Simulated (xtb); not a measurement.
CrO₂Cl, SMILES [O]=[Cr+]([Cl])=[O], charge +1, multiplicity 1. All values are semi-empirical tight-binding results from xtb (GFN2-xTB unless named), good for trends rather than for accurate numbers. Geometry optimised at GFN2-xTB. The spin state was assumed, not searched. The isomer is the one that the SMILES or the coordinates give; other isomers of the formula were not compared.

For metal compounds this method's bond lengths and energies can be far off.

Question: Estimate the properties. (The exact figures need the calculation; the answer reports its results.)

Answer: 
```yaml
point_group_as_xtb_finds_it: Cs
orbital_gap: 0.63 eV
zero_point_energy: 4.5 kcal/mol
G − E(el) at 298.15 K (modified RRHO): -13.4 kcal/mol
```
